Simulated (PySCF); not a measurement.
F$_{4}$V (SMILES [F][V+]([F])([F])[F]), charge +1, singlet, at a GFN2-xTB geometry (such geometries of metal compounds can be far from the true shape) (the multiplicity is a formal guess). Base run: DF-SVWN5/def2-SV(P) (PySCF).

Input for PySCF:
```python
from pyscf import gto, scf, dft

mol = gto.Mole()
mol.atom = '''
    V    -0.00000000   -0.00000000   -0.00000000
    F     1.05787016    0.73619422   -0.92212232
    F     0.75522470   -0.97142821    0.99867095
    F    -0.99429019   -0.84029363   -0.90370040
    F    -0.81880467    1.07552761    0.82715177
'''
mol.basis = 'def2-sv(p)'
mol.charge = 1
mol.verbose = 4
mol.build()

mf = dft.RKS(mol)
mf.xc = 'lda,vwn'
mf = mf.density_fit(auxbasis='def2-universal-jkfit')
mf.kernel()
mf.analyze()
```

Variants of this job, named by their change:

```json
[
 {"change": "base", "basis functions": "80", "E (Eh)": "-1338.14986", "HOMO (eV)": "-18.76", "HOMO-LUMO gap (eV)": "5.67"},
 {"change": "basis = pcseg-0", "basis functions": "60", "E (Eh)": "-1335.53000", "HOMO (eV)": "-18.85", "HOMO-LUMO gap (eV)": "5.55"},
 {"change": "basis = 3-21G", "basis functions": "63", "E (Eh)": "-1331.92260", "HOMO (eV)": "-18.07", "HOMO-LUMO gap (eV)": "5.67"},
 {"change": "basis = pc-1", "basis functions": "87", "E (Eh)": "-1338.48573", "HOMO (eV)": "-19.05", "HOMO-LUMO gap (eV)": "5.82"},
 {"change": "basis = pcseg-1", "basis functions": "87", "E (Eh)": "-1338.41612", "HOMO (eV)": "-19.05", "HOMO-LUMO gap (eV)": "5.80"},
 {"change": "basis = 6-31G*", "basis functions": "90", "E (Eh)": "-1338.52777", "HOMO (eV)": "-18.38", "HOMO-LUMO gap (eV)": "5.85"},
 {"change": "basis = cc-pVDZ", "basis functions": "___", "E (Eh)": "___", "HOMO (eV)": "-18.76", "HOMO-LUMO gap (eV)": "___"},
 {"change": "basis = def2-SVPD", "basis functions": "___", "E (Eh)": "___", "HOMO (eV)": "___", "HOMO-LUMO gap (eV)": "___"},
 {"change": "basis = aug-pcseg-1", "basis functions": "139", "E (Eh)": "-1338.45580", "HOMO (eV)": "-18.69", "HOMO-LUMO gap (eV)": "5.85"},
 {"change": "basis = def2-TZVP", "basis functions": "169", "E (Eh)": "-1338.79506", "HOMO (eV)": "-18.70", "HOMO-LUMO gap (eV)": "5.87"},
 {"change": "basis = pcseg-2", "basis functions": "___", "E (Eh)": "___", "HOMO (eV)": "-18.69", "HOMO-LUMO gap (eV)": "___"},
 {"change": "basis = def2-TZVPP", "basis functions": "188", "E (Eh)": "-1338.80221", "HOMO (eV)": "-18.67", "HOMO-LUMO gap (eV)": "5.91"},
 {"change": "basis = cc-pVTZ", "basis functions": "188", "E (Eh)": "___", "HOMO (eV)": "___", "HOMO-LUMO gap (eV)": "___"}
]
```

Problem. What belongs in the gaps?

Solution. 
- basis = cc-pVDZ, basis functions: 99
- basis = cc-pVDZ, E (Eh): -1338.64462
- basis = cc-pVDZ, HOMO-LUMO gap (eV): 5.75
- basis = def2-SVPD, basis functions: 126
- basis = def2-SVPD, E (Eh): -1338.20922
- basis = def2-SVPD, HOMO (eV): -18.81
- basis = def2-SVPD, HOMO-LUMO gap (eV): 5.83
- basis = pcseg-2, basis functions: 176
- basis = pcseg-2, E (Eh): -1338.81876
- basis = pcseg-2, HOMO-LUMO gap (eV): 5.92
- basis = cc-pVTZ, E (Eh): -1338.80170
- basis = cc-pVTZ, HOMO (eV): -18.68
- basis = cc-pVTZ, HOMO-LUMO gap (eV): 5.90

Totals compare only among sets that treat the same electrons; sets with core potentials leave the core out.
